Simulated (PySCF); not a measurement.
**LDA on Cd(4+) (cadmium, charge +4)**

Configuration: [Kr] 4d8, high-spin 3F determinant. Calculation: PySCF 2.14, in an even-tempered Gaussian basis (23 s from 0.076 bohr⁻², ratio 2.5; 16 p from 0.098 bohr⁻², ratio 2.5; 12 d from 0.098 bohr⁻², ratio 2.5; 5 f from 1.2 bohr⁻², ratio 2.7; 4 g from 1.8 bohr⁻², ratio 2.7); scalar relativity by spin-free X2C-1e.

| Item | Value |
| --- | --- |
| Total energy | -5583.96 hartree |
| One-electron energy | -7613.16 hartree |
| Hartree (Coulomb) energy | 2177.70 hartree |
| Exchange-correlation energy | -148.51 hartree |
| ⟨S²⟩ | 2.0002 |
| ⟨L²⟩ | 12.004 |
| Sum of ⟨r⟩ | 23.84 bohr |
| Sum of ⟨r²⟩ | 22.93 bohr² |
| Time after the integrals | 3 s of wall time on 1 thread of Intel(R) Xeon(R) 6975P-C (shared host) |

```json
{"shell": "1s α", "electrons": "1", "mean orbital energy (eV)": "-26499.9", "spread (eV)": "0", "rms radius, mean of both spins (bohr)": "0.0349"}
{"shell": "1s β", "electrons": "1", "mean orbital energy (eV)": "-26499.9", "spread (eV)": "0", "rms radius, mean of both spins (bohr)": "0.0349"}
{"shell": "2s α", "electrons": "1", "mean orbital energy (eV)": "-3983.2", "spread (eV)": "0", "rms radius, mean of both spins (bohr)": "0.143"}
{"shell": "2s β", "electrons": "1", "mean orbital energy (eV)": "-3982.7", "spread (eV)": "0", "rms radius, mean of both spins (bohr)": "0.143"}
{"shell": "2p α", "electrons": "3", "mean orbital energy (eV)": "-3584.2", "spread (eV)": "0", "rms radius, mean of both spins (bohr)": "0.127"}
{"shell": "2p β", "electrons": "3", "mean orbital energy (eV)": "-3583.8", "spread (eV)": "0", "rms radius, mean of both spins (bohr)": "0.127"}
{"shell": "3s α", "electrons": "1", "mean orbital energy (eV)": "-786.96", "spread (eV)": "0", "rms radius, mean of both spins (bohr)": "0.384"}
{"shell": "3s β", "electrons": "1", "mean orbital energy (eV)": "-786.63", "spread (eV)": "0", "rms radius, mean of both spins (bohr)": "0.384"}
{"shell": "3p α", "electrons": "3", "mean orbital energy (eV)": "-655.83", "spread (eV)": "0", "rms radius, mean of both spins (bohr)": "0.385"}
{"shell": "3p β", "electrons": "3", "mean orbital energy (eV)": "-655.48", "spread (eV)": "0", "rms radius, mean of both spins (bohr)": "0.385"}
{"shell": "3d α", "electrons": "5", "mean orbital energy (eV)": "-449.09", "spread (eV)": "0.401", "rms radius, mean of both spins (bohr)": "0.365"}
{"shell": "3d β", "electrons": "5", "mean orbital energy (eV)": "-448.63", "spread (eV)": "0.058", "rms radius, mean of both spins (bohr)": "0.365"}
{"shell": "4s α", "electrons": "1", "mean orbital energy (eV)": "-160.04", "spread (eV)": "0", "rms radius, mean of both spins (bohr)": "0.927"}
{"shell": "4s β", "electrons": "1", "mean orbital energy (eV)": "-158.33", "spread (eV)": "0", "rms radius, mean of both spins (bohr)": "0.927"}
{"shell": "4p α", "electrons": "3", "mean orbital energy (eV)": "-120.81", "spread (eV)": "0", "rms radius, mean of both spins (bohr)": "1.01"}
{"shell": "4p β", "electrons": "3", "mean orbital energy (eV)": "-119.08", "spread (eV)": "0", "rms radius, mean of both spins (bohr)": "1.01"}
{"shell": "4d α", "electrons": "5", "mean orbital energy (eV)": "-63.468", "spread (eV)": "1.005", "rms radius, mean of both spins (bohr)": "1.25"}
{"shell": "4d β", "electrons": "3", "mean orbital energy (eV)": "-61.942", "spread (eV)": "0", "rms radius, mean of both spins (bohr)": "1.25"}
```

Densities and radii are taken from the X2C orbitals without a picture-change correction, which distorts them close to the nucleus.
